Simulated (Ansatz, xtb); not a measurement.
**FGeH6NSi: which of two isomers lies lower**

Structure a: `[F][GeH2][NH][SiH3]`, a singlet. Structure b: `N[Si@H](F)[GeH3]`, a singlet. Both are isolated molecules in the gas phase, relaxed with B3LYP-D3(BJ)/def2-SVP; the shapes shown needn't be the lowest conformers.

a (Å):

```xyz
10

F    -0.7956    0.2423    3.5814
Ge   -0.4953    0.0866    1.8585
N    -1.9744   -0.5920    1.0366
Si   -3.3936    0.2792    0.5045
H    -0.2430    1.5093    1.3475
H     0.6645   -0.9121    1.7353
H    -2.0442   -1.6070    1.0782
H    -4.5629    0.1225    1.4210
H    -3.0109    1.7176    0.4471
H    -3.8182   -0.1864   -0.8491
```

b (Å):

```yaml
atoms:
  - { symbol: F, position_ang: [-0.5958, -0.7425, -0.3068] }
  - { symbol: Ge, position_ang: [-1.8099, -0.6200, 2.7064] }
  - { symbol: N, position_ang: [-2.9086, 0.8433, -0.0935] }
  - { symbol: Si, position_ang: [-1.4016, 0.3782, 0.5822] }
  - { symbol: H, position_ang: [-3.7112, 0.2221, -0.0676] }
  - { symbol: H, position_ang: [-2.9631, 1.4852, -0.8790] }
  - { symbol: H, position_ang: [-0.5270, 1.5794, 0.6089] }
  - { symbol: H, position_ang: [-2.9409, -1.6660, 2.5794] }
  - { symbol: H, position_ang: [-2.2610, 0.4396, 3.7343] }
  - { symbol: H, position_ang: [-0.5597, -1.3332, 3.2598] }
```

Quicker runs give these differences E(b) − E(a): GFN2-xTB −0.072 eV; HF/STO-3G −0.196 eV (at GFN2-xTB geometries); r2SCAN-D4/def2-SVP −0.560 eV (at GFN2-xTB geometries).

**Question.** Estimate E(b) − E(a) at the level CCSD(T)/def2-SVP + ΔMP2/def2-TZVPP.

**Answer.** Calculated at CCSD(T)/def2-SVP + ΔMP2/def2-TZVPP: E(b) − E(a) = −0.723 eV, so structure b lies lower.

How the difference moves with the method:

```
                             level               geometry  E(b) − E(a) (eV)  departure from the last row (eV)  job, with rough time for the two
                          GFN2-xTB               GFN2-xTB              −0.072                            +0.651              optimisation, 0.13 s
                         HF/STO-3G               GFN2-xTB              −0.196                            +0.528              single point, 0.44 s
                r2SCAN-D4/def2-SVP               GFN2-xTB              −0.560                            +0.163               single point, 4.8 s
             B3LYP-D3(BJ)/def2-SVP  B3LYP-D3(BJ)/def2-SVP              −0.654                            +0.070                optimisation, 94 s
                       HF/def2-SVP  B3LYP-D3(BJ)/def2-SVP              −0.469                            +0.254           part of the CCSD(T) run
                      MP2/def2-SVP  B3LYP-D3(BJ)/def2-SVP              −0.487                            +0.236           part of the CCSD(T) run
                  CCSD(T)/def2-SVP  B3LYP-D3(BJ)/def2-SVP              −0.516                            +0.207                      single point
CCSD(T)/def2-SVP + ΔMP2/def2-TZVPP  B3LYP-D3(BJ)/def2-SVP              −0.723                                                  single point, 37 s
```

As drawn, b has 1 F–Si, 1 Ge–Si, 1 N–H, 1 Ge–H in place of 1 F–Ge, 1 Ge–N, 2 Si–H.

The levels shown agree on the order. The largest departure from CCSD(T)/def2-SVP + ΔMP2/def2-TZVPP is that of GFN2-xTB, 0.651 eV. The last row adds to CCSD(T) the change of the MP2 difference between the two basis sets, here −0.207 eV, a large step that makes the value less sure.

With harmonic frequencies from B3LYP-D3(BJ)/def2-SVP (ideal gas, rigid rotor, one conformer each, 298.15 K, 1 atm): the zero-point term adds +0.040 eV; ΔH is −0.671 and ΔG −0.682 eV.

The correlated steps freeze 16 core orbitals; the filled d shell of Ge is correlated, in a basis made for valence electrons. Codes used: Ansatz 0.2.0, xtb 6.7.1; the last row on 2 threads of Arm Neoverse V2 on a shared host.
